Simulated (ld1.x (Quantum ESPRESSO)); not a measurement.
Ranking TM potentials for N

All share these settings but for the change named:

- Element: N (Z = 7)
- Generator: ld1.x (Quantum ESPRESSO) 7.5
- Type: norm-conserving Troullier–Martins (Kleinman–Bylander form)
- Functional: PBE
- Relativity: non-relativistic
- Frozen core: [He]
- Valence charge: 5
- Reference configuration: 2s2 2p3
- Partial waves: 2s (bound): rc 0.65 bohr; 2p (bound): rc 1.20 bohr
- Local potential: the p channel
- Core correction: none

Test errors are all-electron minus pseudo excitation energies from the reference, over 2s2 2p2; 2s2 2p1; 2s2 2p0; 2s1 2p0; 2s2 2p2.5; 2s0 2p5; 2s2 2p3.3. None of these files shows a bound ghost.

The base gives 789.9 meV.

Of 8 variants that were run, those that failed, showed a ghost or another fault, or gave nearly equal values are left out.

A variant can come out equal or close to the base, since the largest error may sit in a test that the change hardly touches while other tests move.

(1) Rank these variants by their largest absolute test error, smallest first.
A. all radii scaled by about 1.41 (s 0.92, p 1.68 bohr)
B. all radii scaled by about 1.30 (s 0.84, p 1.56 bohr)
C. all radii scaled by about 1.22 (s 0.80, p 1.46 bohr)
D. all radii scaled by about 1.11 (s 0.72, p 1.34 bohr)
E. all radii scaled by about 0.95 (s 0.62, p 1.14 bohr)

Results:

(1) E (786.7 meV), D (916.3 meV), C (1047.5 meV), B (1259.7 meV), A (1561.6 meV).
